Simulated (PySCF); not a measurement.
The PySCF input:
```python
from pyscf import gto, scf, dft

mol = gto.Mole()
mol.atom = '''
    Si   -0.00694582    0.01102555    1.17502224
    Si    0.00576956    0.03676145   -1.09538941
    H    -1.16877904   -0.49195748    1.91168064
    H     1.16087215   -0.45701581    1.92512387
    H     0.02916079   -1.24194353   -1.82537250
    H    -1.19026257    0.74313294   -1.57000039
    H     1.18547634    0.77876587   -1.55629122
'''
mol.basis = 'sto-3g'
mol.spin = 1
mol.verbose = 4
mol.build()

mf = dft.UKS(mol)
mf.xc = 'wb97x_v'
mf.kernel()
mf.analyze()
```

Give the number of basis functions at the level WB97X-V/STO-3G run with PySCF.

23

Give the total energy at the level WB97X-V/STO-3G.

-575.1119 Eh

Give the dipole moment at the level WB97X-V/STO-3G.

0.10 D

What <S^2> does WB97X-V/STO-3G give?

0.751

What nuclear repulsion energy does WB97X-V/STO-3G give?

84.2364 Eh

Give the HOMO energy at the level WB97X-V/STO-3G.

-5.01 eV

These values belong to the state on which the SCF converged, which isn't shown to be the lowest.
